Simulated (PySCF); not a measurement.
Isomers C7H12:

A. SMILES C=C(CC)C1CC1
B. SMILES C[C@H]1[C@@H]2CC[C@H]1C2
C. SMILES C1C[C@H]2CC[C@@H]1C2
D. `InChI=1S/C7H12/c1-3-7(4-1)5-2-6-7/h1-6H2`

Spectrum 1. ¹H NMR (500 MHz, computed): δ 2.08 (dtt, J = 8.3, 3.3, 2.3 Hz, 1H), 1.93 (m, 2H), 1.57 (m, 2H), 1.55 (m, 2H), 1.26 (m, 1H), 1.19 (m, 3H), 0.87 (m, 1H). ¹³C{¹H} NMR (computed): δ 48.7 (CH), 44.3 (CH), 36.5 (CH2), 30.3 (CH2), 14.9 (CH3).

Spectrum 2. ¹H NMR (500 MHz, computed): δ 1.81 (m, 8H), 1.70 (m, 4H). ¹³C{¹H} NMR (computed): δ 42.7 (C), 36.4 (CH2), 17.8 (CH2).

Spectrum 3. ¹H NMR (500 MHz, computed): δ 1.95 (m, 2H), 1.45 (m, 4H), 1.06 (m, 4H), 1.03 (m, 2H). ¹³C{¹H} NMR (computed): δ 40.0 (CH2), 38.7 (CH), 32.1 (CH2).

Spectrum 4. ¹H NMR (500 MHz, computed): δ 4.71 (td, J = 3.0, 1.2 Hz, 1H), 4.39 (t, J = 2.7 Hz, 1H), 2.19 (qt, J = 8.0, 2.8 Hz, 2H), 1.12 (t, J = 8.0 Hz, 3H), 0.88 (m, 2H), 0.76 (ttd, J = 9.5, 5.5, 1.2 Hz, 1H), 0.48 (m, 2H). ¹³C{¹H} NMR (computed): δ 164.6 (C), 103.1 (CH2), 34.0 (CH2), 16.5 (CH), 15.1 (CH2), 12.3 (CH3).

[PySCF 2.14.0 with density-fitted response routines: coordinates at the PBE0-D3(BJ)/def2-SVP level; σ from GIAO-PBE0/pcSseg-1; J: B3LYP/pcJ-1 (spin–dipole term left out of most H,H and C,H couplings); relativity neglected; no solvent model; equivalent nuclei averaged; one conformer]

δ = σ(ref) − σ, references computed at the same level: TMS for ¹H (σref 31.27) and ¹³C (σref 184.41). Multiplet labels drop J under 1 Hz and among equivalent protons, and merge close values. Unscaled 3J(H,H) run several per cent high. Shifts are as computed. Against solution values, carbons near 30 ppm lie about +2 ppm off and those near 130 ppm about +5 ppm. Of 1211 compounds with measured shifts, 218 miss one by over three times the rms of a fit or turn the order of signals round; such compounds aren't used in these exercises.

**Question.** Which spectrum belongs to which compound?

**Answer.** 1–B, 2–D, 3–C, 4–A.

- Spectrum 1 (B): 5 ¹³C signals; δC 48.7 is an sp3 CH in a ring; δC 44.3 is an sp3 CH in a ring.
- Spectrum 2 (D): 3 ¹³C signals; δC 42.7 is a quaternary sp3 carbon in a ring; δC 36.4 is an sp3 CH2 in a ring.
- Spectrum 3 (C): 3 ¹³C signals; δC 40.0 is an sp3 CH2 in a ring; δC 38.7 is an sp3 CH in a ring.
- Spectrum 4 (A): 6 ¹³C signals; δC 164.6 is a fully substituted alkene carbon; δC 103.1 is a terminal =CH2 carbon.
